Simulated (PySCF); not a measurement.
GeI2, SMILES [I][Ge][I] (connectivity only; charge and spin as stated), neutral, multiplicity 1.

Geometry: r2SCAN-D4/def2-SVP. The isomer is the one that the SMILES or the coordinates give; other isomers of the formula were not compared. The def2 effective core potentials stand for the cores of I; spin–orbit coupling is left out.

The numbers are results of TDDFT-B3LYP/def2-SVPD run with PySCF, not measurements.

Vertical excitations. The molecule is in vacuum. State labels are in the subgroup C2v.

Computed excitation energies, oscillator strengths and character:
```csv
state,symmetry,energy (eV),λ (nm),f,main pairs
S1,B1,2.69,461,0.002,HOMO→LUMO 100 %
S2,A2,2.70,459,0.000,HOMO−1→LUMO 100 %
S3,B2,3.43,362,0.049,HOMO−2→LUMO 93 %
S4,B1,3.95,314,0.003,HOMO−4→LUMO 100 %
S5,A1,4.10,302,0.003,"HOMO−3→LUMO 84 %, HOMO→LUMO+1 13 %"
S6,B2,4.67,266,0.018,"HOMO−1→LUMO+1 84 %, HOMO→LUMO+2 14 %"
S7,A1,4.69,264,0.062,HOMO→LUMO+1 83 %
S8,A2,4.73,262,0.000,HOMO−5→LUMO 99 %
S9,A2,4.87,255,0.000,HOMO−2→LUMO+1 99 %
S10,A1,5.12,242,0.006,HOMO−1→LUMO+2 98 %
T1,B1,2.11,588,0,HOMO→LUMO 96 %
T2,A2,2.58,480,0,HOMO−1→LUMO 100 %
T3,B2,2.81,441,0,HOMO−2→LUMO 100 %
T4,A1,3.26,381,0,HOMO−3→LUMO 99 %
```
Triplets are in the Tamm–Dancoff approximation, which puts them higher than full response would, so one can lie above its singlet here.
